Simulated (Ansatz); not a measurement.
AlBFH3OS (`[OH][AlH][S]BF`), relaxed with RKS PBE0-D4/def2-TZVP in Ansatz 0.2.0 from a PBE-D4/def2-SVP geometry. The force threshold is 0.005 eV/Å; the program also tests the step.

The species carries charge 0 and has multiplicity 1.

Start:

```xyz
8

O     0.729    1.067    1.739
Al   -0.512    0.442    0.736
S    -0.418    0.836   -1.539
B     0.058   -0.855   -1.428
F     0.135   -1.347   -0.087
H     1.568    1.450    1.443
H    -1.888    0.072    1.418
H     0.329   -1.666   -2.281
```

By how much does the energy fall, and how many steps does the optimiser take? (Best estimate.)

The calculation gave: 3.94 kJ/mol, in 9 steps, 1 of them rejected.

Which bonds change most? (Estimate.)

The calculation gave: Al2–F5 from 2.073 to 2.035 Å; Al2–S3 from 2.311 to 2.280 Å; O1–Al2 from 1.713 to 1.689 Å; B4–H8 from 1.207 to 1.186 Å.

Give the relaxed structure. (Estimate.)

Computed: 
```xyz
8

O     0.730    1.041    1.699
Al   -0.518    0.435    0.736
S    -0.427    0.837   -1.506
B     0.068   -0.835   -1.394
F     0.127   -1.319   -0.070
H     1.553    1.396    1.369
H    -1.892    0.070    1.397
H     0.359   -1.625   -2.231
```
